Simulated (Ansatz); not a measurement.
The cluster Na₃F₃. Charge 0, multiplicity 1. Geometry PBE0-D4/def2-SVP, basis def2-TZVP, Ansatz.

```xyz
6

Na   -0.1762    1.8106    0.8151
Na    0.9495   -1.4492    0.9859
Na   -0.7723   -0.3610   -1.8012
F     0.1824   -1.8600   -0.8383
F    -0.9752    1.4893   -1.0134
F     0.7918    0.3704    1.8519
```

```
run  HOMO (eV)  LUMO (eV)
  A     -10.71       0.01
  B      -6.19      -1.07
  C      -7.27      -0.29
  D     -10.08      -0.20
  E      -7.68      -0.77
  F      -8.09      -0.49
```

HSE06 is defined as in plane-wave codes, on full-range PBE exchange. The structure comes from a short search, and lower isomers may exist.

The runs used BHLYP, HSE06, PBE, PBE0, r2SCANh, ωB97M-V. Estimate which is which.

A ωB97M-V (range-separated); B PBE (0 % exact exchange); C r2SCANh (10 % exact exchange); D BHLYP (50 % exact exchange); E HSE06 (range-separated); F PBE0 (25 % exact exchange). Exact exchange lowers occupied and raises empty levels; among semilocal functionals meta-GGAs tend to open the gap a little, and such runs are hard to tell apart. The gap grows from 5.12 eV (PBE) to 10.72 eV (ωB97M-V).
